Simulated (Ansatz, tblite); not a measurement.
Removing and adding an electron: the cluster Ta₂Te₄ (the lowest singlet isomer of a short search). Total charge 0; singlet. Geometry: r2SCAN-D4/def2-SVP. Ansatz, gas phase; energy differences of separate SCF runs; the oxidised species was run as a doublet alone; the reduced species was run as a doublet alone.

```tsv
atom	x (Å)	y (Å)	z (Å)
Ta1	0.797	0.897	1.710
Ta2	-0.196	-0.353	-0.155
Te3	2.032	-1.371	1.246
Te4	0.770	-0.312	-2.734
Te5	-1.668	0.806	-2.173
Te6	-1.735	0.333	2.106
```

In the def2 sets Ta, Te take a core potential; there is no spin–orbit coupling. The xTB rows come from tblite. HOMO above LUMO, or a gap near zero within one spin, warns that the state may not be the lowest or that an electron is smeared out. At PBE0-D4/def2-TZVP a triplet of charge 0 lies 0.24 eV below the restricted singlet, each at its own geometry. The structure comes from a short search, and lower isomers may exist.

```json
{"level": "GFN1-xTB", "−HOMO (eV)": "10.25", "vertical IE (eV)": "12.47", "−LUMO (eV)": "9.75", "vertical EA (eV)": "7.58", "HOMO–LUMO gap (eV)": "0.50", "IE − EA (eV)": "4.90", "remarks": "–"}
{"level": "GFN2-xTB", "−HOMO (eV)": "8.96", "vertical IE (eV)": "11.61", "−LUMO (eV)": "8.79", "vertical EA (eV)": "6.20", "HOMO–LUMO gap (eV)": "0.18", "IE − EA (eV)": "5.41", "remarks": "–"}
{"level": "PBE-D4/def2-SVP", "−HOMO (eV)": "4.87", "vertical IE (eV)": "–", "−LUMO (eV)": "3.99", "vertical EA (eV)": "2.07", "HOMO–LUMO gap (eV)": "0.88", "IE − EA (eV)": "–", "remarks": "–"}
{"level": "PBE-D4/def2-TZVP", "−HOMO (eV)": "4.87", "vertical IE (eV)": "6.82", "−LUMO (eV)": "3.98", "vertical EA (eV)": "–", "HOMO–LUMO gap (eV)": "0.88", "IE − EA (eV)": "–", "remarks": "gap within one spin near zero (+1 doublet)"}
{"level": "r2SCAN-D4/def2-TZVP", "−HOMO (eV)": "5.03", "vertical IE (eV)": "6.89", "−LUMO (eV)": "4.01", "vertical EA (eV)": "–", "HOMO–LUMO gap (eV)": "1.02", "IE − EA (eV)": "–", "remarks": "–"}
{"level": "PBE0-D4/def2-SVP", "−HOMO (eV)": "5.59", "vertical IE (eV)": "–", "−LUMO (eV)": "3.53", "vertical EA (eV)": "2.28", "HOMO–LUMO gap (eV)": "2.06", "IE − EA (eV)": "–", "remarks": "–"}
{"level": "PBE0-D4/def2-TZVP", "−HOMO (eV)": "5.56", "vertical IE (eV)": "6.86", "−LUMO (eV)": "3.47", "vertical EA (eV)": "–", "HOMO–LUMO gap (eV)": "2.09", "IE − EA (eV)": "–", "remarks": "–"}
```

   Raw xTB energy differences between charge states are shifted by several eV; the methods need an empirical correction for them. Sets without diffuse functions give affinities that are too small.
